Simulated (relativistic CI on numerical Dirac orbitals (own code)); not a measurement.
# Pt²⁺: O2,3 absorption edge

Computed with this model: Dirac-Coulomb-Breit CI, orbitals from a KLI potential per configuration, model QED, valence Slater integrals scaled by 0.8, multiplet model of core-to-valence dipole absorption; configurations [Xe] 4f14 5d8 → [Kr] 4d10 4f14 5s2 5p5 5d9; 300 K; Lorentzian 1 eV and Gaussian 0.3 eV FWHM. Energies are those of the free ion, without screening or charge transfer. The branching ratio is the share of the lower-energy edge in the whole absorption, uncertain by about 0.02 where the edges overlap. S is read from ⟨S²⟩ = S(S + 1).

Field parameters in Wybourne normalisation: Td as Oh with Dq negative (B⁴₀ = 21Dq, B⁴₄ = √(5/14) B⁴₀). The field is a parameter set, without covalency.

free ion: ground-state S = 0.97, centroid 53.67 eV. Peaks (eV, height): 51.2 (66), 53.5 (100), 56.5 (51).

Td, 10Dq = -2450 cm⁻¹: ground-state S = 0.98, centroid 53.78 eV. Peaks (eV, height): 51.2 (75), 53.5 (100), 56.5 (47).

Td, 10Dq = -5550 cm⁻¹: ground-state S = 0.98, centroid 53.95 eV. Peaks (eV, height): 51.5 (88), 53.8 (100), 56.8 (42).

Td, 10Dq = -8600 cm⁻¹: ground-state S = 0.98, centroid 54.11 eV. Peaks (eV, height): 51.8 (100), 53.8 (97), 55.5 (23), 56.8 (40), 70.5 (6).

Td, 10Dq = -11700 cm⁻¹: ground-state S = 0.98, centroid 54.29 eV. Peaks (eV, height): 52.0 (100), 54.0 (84), 57.0 (35), 58.2 (17), 70.8 (6).

Td, 10Dq = -14800 cm⁻¹: ground-state S = 0.98, centroid 54.46 eV. Peaks (eV, height): 52.2 (100), 54.0 (70), 57.0 (33), 58.8 (13).

Strongest unbroadened transitions for Td, 10Dq = -8600 cm⁻¹:

| Energy (eV) | Relative strength |
| --- | --- |
| 51.82 | 100.0 |
| 53.83 | 94.2 |
| 55.59 | 8.1 |
| 56.79 | 33.6 |
| 57.78 | 14.9 |
| 70.46 | 6.1 |
| 72.48 | 0.0 |
